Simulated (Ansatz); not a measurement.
The inner images of a band of ClH4NO2Ti + H2 (11 atoms, charge 0, multiplicity 1) are given out of order.

These are results of RKS PBE/def2-SVP (Ansatz 0.2.0), not measurements.

First end point:

```xyz
11
Properties=species:S:1:pos:R:3
Ti -0.008 0.443 0.024
N 0.315 0.247 1.867
H -0.342 0.516 2.607
H 1.241 0.062 2.270
Cl 1.688 1.569 -0.909
O -1.585 1.270 -0.147
H -2.364 1.002 -0.667
O -0.109 -1.191 -0.716
H -0.007 -2.027 -0.223
H 0.124 -3.085 1.804
H 0.103 -2.315 1.864
```

Last end point:

```xyz
11
Properties=species:S:1:pos:R:3
Ti -0.042 -0.402 0.096
N 0.416 0.028 2.257
H -0.415 -0.118 2.843
H 0.724 1.006 2.358
Cl 2.030 0.487 -0.243
O -1.437 0.727 0.313
H -2.130 0.797 -0.369
O -0.412 -1.323 -1.384
H -0.547 -2.248 -1.648
H -0.298 -1.890 0.932
H 1.168 -0.571 2.619
```

**Question.** Put them in order from the first end to the last, with their energies above the first end.
A.
```xyz
11
Properties=species:S:1:pos:R:3
Ti -0.213 0.299 0.156
N 0.070 0.178 2.019
H -0.654 0.065 2.737
H 0.958 0.448 2.459
Cl 1.753 0.870 -0.728
O -1.538 1.463 -0.176
H -2.231 1.308 -0.843
O -0.767 -1.261 -0.532
H -0.533 -2.172 -0.281
H 1.243 -2.686 1.341
H 0.970 -2.019 1.622
```
B.
```xyz
11
Properties=species:S:1:pos:R:3
Ti -0.031 -0.130 0.197
N 0.267 0.015 2.227
H -0.418 -0.267 2.937
H 0.823 0.815 2.559
Cl 1.920 0.554 -0.610
O -1.278 1.130 -0.061
H -2.091 0.999 -0.585
O -0.853 -1.349 -0.872
H -0.592 -2.283 -0.777
H 0.607 -1.852 1.010
H 0.704 -1.141 1.749
```
C.
```xyz
11
Properties=species:S:1:pos:R:3
Ti -0.118 0.401 0.067
N 0.145 0.241 1.922
H -0.543 0.497 2.639
H 1.062 0.080 2.355
Cl 1.763 1.222 -0.825
O -1.559 1.426 -0.201
H -2.312 1.268 -0.799
O -0.431 -1.220 -0.641
H -0.332 -2.074 -0.181
H 0.816 -3.034 1.653
H 0.567 -2.315 1.784
```
D.
```xyz
11
Properties=species:S:1:pos:R:3
Ti -0.178 0.111 0.246
N 0.101 0.166 2.127
H -0.405 -0.323 2.874
H 0.714 0.884 2.533
Cl 1.774 0.621 -0.713
O -1.393 1.385 -0.114
H -2.127 1.133 -0.707
O -0.964 -1.354 -0.433
H -0.575 -2.199 -0.721
H 1.072 -2.277 1.107
H 1.037 -1.656 1.575
```
E.
```xyz
11
Properties=species:S:1:pos:R:3
Ti -0.024 -0.275 0.063
N 0.352 0.001 2.235
H -0.479 -0.182 2.814
H 0.825 0.850 2.572
Cl 1.968 0.588 -0.504
O -1.386 0.919 0.186
H -2.049 0.953 -0.530
O -0.632 -1.368 -1.226
H -0.614 -2.324 -1.038
H 0.143 -1.837 0.888
H 0.952 -0.832 2.313
```

**Answer.** C (+2.7 kJ/mol), A (+15.9 kJ/mol), D (+37.9 kJ/mol), B (+114.3 kJ/mol), E (+33.7 kJ/mol).

The run took 4.4 min on 4 threads of Arm Neoverse V2, on a shared host, peak memory 0.2 GiB.
